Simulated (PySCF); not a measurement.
PySCF 2.14 output of an unrestricted LDA calculation on a single atom or ion in aug-cc-pVTZ-PP with ECP60MDF, with scalar relativity through the core potential:

```
SCF conv_tol = 1e-09
number electrons alpha = 5  beta = 4
    P. A. M. Dirac.,  Math. Proc. Cambridge Philos. Soc. 26, 376 (1930)
    F. Bloch.,  Z. Phys. 57, 545 (1929)
    S. H. Vosko, L. Wilk, and M. Nusair.,  Can. J. Phys. 58, 1200 (1980)
cycle= 1 E= -46.6648181472338  delta_E= -0.00221  |g|= 0.0076  |ddm|= 0.137
cycle= 2 E= -46.6648375524034  delta_E= -1.94e-05  |g|= 0.00142  |ddm|= 0.00929
cycle= 3 E= -46.6648382391852  delta_E= -6.87e-07  |g|= 0.000131  |ddm|= 0.00307
cycle= 4 E= -46.6648382454636  delta_E= -6.28e-09  |g|= 1.15e-05  |ddm|= 0.000473
cycle= 5 E= -46.6648382455116  delta_E= -4.79e-11  |g|= 1.12e-07  |ddm|= 4.01e-05
converged SCF energy = -46.6648382455116  <S^2> = 0.75020362  2S+1 = 2.0002036
```

The run itself started from symmetry-adapted Hartree-Fock orbitals and held the occupation by maximum overlap, on a logarithmic radial grid, so the iterations belong to that start.

**Question.** Which element, charge and spin multiplicity is this?

**Answer.** Hf³⁺ (hafnium, charge +3), multiplicity 2; the state was [Xe] 4f14 5d1, 2D determinant.

Energies and moments cover only the electrons outside the core potential. Spin-orbit coupling, absent here, splits the open shell strongly.
